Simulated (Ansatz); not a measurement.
A structure relaxed at r2SCAN-D4/def2-SVP in Ansatz, charge 0, doublet:

```xyz
7

Ru    1.226    0.949    1.736
Ru   -0.935    0.371    0.863
Ru   -0.662   -0.965   -1.232
Ru   -1.258    1.223   -1.836
Ru    0.775    1.355   -0.672
Ru   -0.602   -2.002    1.024
Al    1.456   -0.930    0.118
```

Question: Give its formula and point group.

Answer: AlRu₆. Point group Cs (tolerance 0.1 Å).

Question: Summarise the bond lengths by kind (pairs closer than 1.2 times the sum of covalent radii, bridged metal pairs left out).

Answer: 10 × Ru–Ru 2.35 to 2.85 Å; 5 × Al–Ru 2.49 to 2.82 Å.

In the def2 sets Ru takes a core potential; there is no spin–orbit coupling. The charge 0 doublet is spin-contaminated (final ⟨S²⟩ up to 5.62, 0.75 for a pure state). The relaxation made no stability test and no search for a lower SCF solution. No other spin state of charge 0 was run. The structure comes from a short search, and lower isomers may exist.
